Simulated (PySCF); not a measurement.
**Electron correlation in Tc (technetium, neutral)**

[Kr] 4d7, high-spin 4F determinant (an excited configuration). Computed with PySCF 2.14 in x2c-TZVPPall, with the spin-free X2C one-electron Hamiltonian (Gaussian nucleus). Frozen: [Ar] 3d10; 15 electrons correlated.

```
  level  correlation energy (mhartree)
   CCSD                        -453.18
    (T)                         -17.72
CCSD(T)                        -470.90
```

Diagnostics: T1 = 0.0085, D1 = 0.0200, largest double amplitude 0.034.

Question: Is a single reference adequate?

Answer: Yes, within this model without spin-orbit coupling: T1 lies below 0.03 and no double amplitude reaches 0.07.

This basis was not built for core-valence correlation, so the inner-shell part is incomplete.
